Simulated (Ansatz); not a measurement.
`CO[SiH](Br)OC` and `CO[SiH](I)OC` differ in one element.

Ansatz, PBE0-D4/def2-TZVP geometries, multiplicity 1. Each molecule was computed in one conformer, which needn't be the lowest.

Elements past krypton have def2 core potentials. Scalar relativity is left out up to krypton.

| property | `CO[SiH](Br)OC` |
| --- | --- |
| HOMO–LUMO gap (PBE0/def2-TZVPP) / eV | 9.18 |
| LUMO energy (ωB97M-V/def2-TZVPP) / eV | 2.42 |
| HOMO–LUMO gap (B3LYP/def2-TZVPP) / eV | 8.68 |
| LUMO energy (PBE0/def2-TZVPP) / eV | 0.77 |
| HOMO energy (PBE/def2-TZVPP) / eV | -7.00 |
| HOMO energy (B3LYP/def2-TZVPP) / eV | -8.15 |

What does the change do to each property? (Best estimate.)

Ansatz gave: 
```
                             property  `CO[SiH](I)OC`  shift
 HOMO–LUMO gap (PBE0/def2-TZVPP) / eV            7.82  -1.36
LUMO energy (ωB97M-V/def2-TZVPP) / eV            2.00  -0.42
HOMO–LUMO gap (B3LYP/def2-TZVPP) / eV            7.30  -1.38
   LUMO energy (PBE0/def2-TZVPP) / eV            0.18  -0.59
    HOMO energy (PBE/def2-TZVPP) / eV           -6.47   0.53
  HOMO energy (B3LYP/def2-TZVPP) / eV           -7.37   0.78
```

With PBE0 the HOMO rises by 0.78 eV and the LUMO falls by 0.59 eV, so the gap narrows by about 1.37 eV. PBE moves the HOMO by 0.53 eV and ωB97M-V by 0.88 eV.

B3LYP here is the variant with VWN-RPA as its local correlation; programs differ in this.

Spin–orbit coupling is left out; it splits and shifts lone-pair levels of the heavy atoms by tenths of an eV.
